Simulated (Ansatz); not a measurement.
Basis sets compared for the cluster Sr5S5 (the lowest singlet isomer of a short search). Charge 0, multiplicity 1. Geometry r2SCAN-D4/def2-SVP. Ansatz on 2 threads of AMD EPYC 7R13 on a shared host and a share (18 GiB) of an NVIDIA H100 80GB HBM3; times are rough, and most runs start from earlier orbitals.

```xyz
10

Sr   -1.0512    0.2964    2.6822
Sr    1.5391    0.8049   -0.0090
Sr    0.5283   -2.7458    0.7540
Sr   -0.3808   -1.0453   -2.6739
Sr   -1.9606    1.9968   -0.7456
S     0.0788    1.6456   -2.5316
S    -1.6718   -0.8743    0.0098
S     1.9139   -1.8511   -1.4260
S     1.4196   -0.8619    2.5229
S    -0.4154    2.6348    1.4172
```

In the def2 sets Sr takes a core potential; there is no spin–orbit coupling. LC-ωPBE has ω = 0.4 bohr⁻¹. The structure comes from a short search, and lower isomers may exist.

Binding counts from free atoms (Sr singlet, S triplet) in the same basis, without a counterpoise term.

```
                          level  functions  energy (Eh)  HOMO (eV)  LUMO (eV)  binding per atom (eV)  wall time
                PBE-D4/def2-SVP        205   -2143.7346      -4.45      -1.99                   3.71        9 s
               PBE-D4/def2-TZVP        350   -2144.4426      -4.40      -1.97                   3.62      2.1 s
               PBE0-D4/def2-SVP        205   -2143.8771      -5.39      -1.49                   3.67       15 s
PBE0-D4/def2-TZVP (with forces)        350   -2144.5737      -5.35      -1.46                   3.58      3.6 s
              LC-ωPBE/def2-TZVP        350   -2144.7925      -7.70      -0.22                   3.58      2.9 s
```

Q: Estimate the rows for PBE-D4/def2-TZVPD, PBE0-D4/def2-TZVPD, LC-ωPBE/def2-TZVPD.

A: 
```tsv
level	functions	energy (Eh)	HOMO (eV)	LUMO (eV)	binding per atom (eV)	wall time
PBE-D4/def2-TZVPD	395	-2144.4468	-4.38	-1.96	3.62	2.7 s
PBE0-D4/def2-TZVPD	395	-2144.5789	-5.32	-1.45	3.59	3.1 s
LC-ωPBE/def2-TZVPD	395	-2144.8001	-7.68	-0.22	3.60	3.6 s
```
